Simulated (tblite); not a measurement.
Task: Write a Z-matrix for InChI=1S/C4H11OP3/c1-5-4-8-7-3-2-6/h2-4,6H2,1H3 as optimised with GFN2-xTB.

Result: 
Z-matrix in Å and degrees, rows numbered from 1:
```
C 
O   1  1.4036
C   2  1.4019  1  113.51
P   3  1.8845  2  113.05  1    81.12
P   4  2.0318  3   95.47  2    22.68
C   5  1.8713  4   99.07  3   179.67
C   6  1.5258  5  106.79  4   -97.49
P   7  1.8557  6  107.08  5   -28.45
H   1  1.0966  2  110.95  3    64.38
H   1  1.0878  2  106.63  3  -176.20
H   1  1.0983  2  111.45  3   -57.05
H   3  1.0945  2  106.65  1  -160.16
H   3  1.0994  2  111.38  1   -42.53
H   6  1.0911  5  112.50  4    25.97
H   6  1.0947  5  107.28  4   144.70
H   7  1.0932  6  112.56  5  -151.80
H   7  1.0951  6  109.88  5    87.45
H   8  1.3944  7   95.94  6   -68.40
H   8  1.4035  7   96.20  6  -161.40
```

The C–P distances run from 1.856 Å (C7–P8, drawn single) to 1.884 Å (C3–P4, drawn single), a spread of 0.028 Å. Of the pairs four or more bonds apart, C1···P5 is among the closest relative to their van der Waals radii: 3.36 Å, 96 % of the sum of Bondi's values. P8 (phosphine phosphorus) is pyramidal (angles 96.2°, 95.9° and 92.3°, sum 284.5°, 0.80 Å off the plane of its three neighbours). O2 (ether oxygen) is bent (angle 113.5°).

Structure optimised with GFN2-xTB, isolated species.

Point group: C1 (no symmetry element, even within 0.4 Å). Its GFN2-xTB frequencies are all real (lowest 34 cm⁻¹). The numbers are those of one conformer (C1–O2–C3–P4 81°, O2–C3–P4–P5 23°, P4–P5–C6–C7 -97°, P5–C6–C7–P8 -28°, C6–C7–P8–H -68° and -161°). 3 starts were optimised and ended at 0.00, 3.79 and 4.46 kcal/mol (GFN2-xTB); the lowest of these is shown.

All values are computed, not measured.
